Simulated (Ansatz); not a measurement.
CH$_{6}$OSSi (`[SiH3]OCS`). Total charge 0; spin multiplicity 1.

```xyz
10

Si   -0.7930   -1.4533   -0.0252
O     0.2675   -0.2945    0.4771
C     0.2178    1.0252    0.0115
S     1.4976    2.0515    0.7471
H    -0.3998   -2.7007    0.6656
H    -0.7164   -1.6253   -1.5027
H    -2.1897   -1.0752    0.3260
H    -0.7233    1.5123    0.2927
H     0.3110    1.0600   -1.0786
H     2.5283    1.4999    0.0867
```

(1) What are the harmonic wavenumbers in cm⁻¹ at PBE0-D4/def2-TZVP (Ansatz, finite differences of forces, unscaled)? (Best estimate.)

(2) Is this a minimum?

(3) Give the ideal-gas thermochemistry at 298.15 K and 1 bar (rigid rotor, harmonic oscillator; point group C1, symmetry number 1).

(4) And at 400, 500, 600, 800 and 1000 K?

Results:

(1) The calculation gave: 18, 123, 153, 264, 321, 698, 712, 749, 806, 834, 939, 954, 973, 1062, 1138, 1274, 1357, 1483, 2209, 2213, 2268, 2710, 3029, 3079.

(2) Yes, all 24 modes are real.

(3) Zero-point energy 175.6 kJ/mol; H(298) − E = 195.4 kJ/mol; entropy 346.2 J/(mol·K), of which translation 165.5, rotation 108.7, vibration 71.9; G(298) − E = 92.2 kJ/mol. Modes under 100 cm⁻¹ are hindered rotations or soft bends, so the harmonic entropy is rough.

(4) 
```csv
T (K),H − E (kJ/mol),S (J/mol/K),G − E (kJ/mol)
400,206.3,377.3,55.4
500,218.8,405.2,16.2
600,232.9,430.8,-25.6
800,264.5,476.2,-116.4
1000,299.8,515.5,-215.7
```
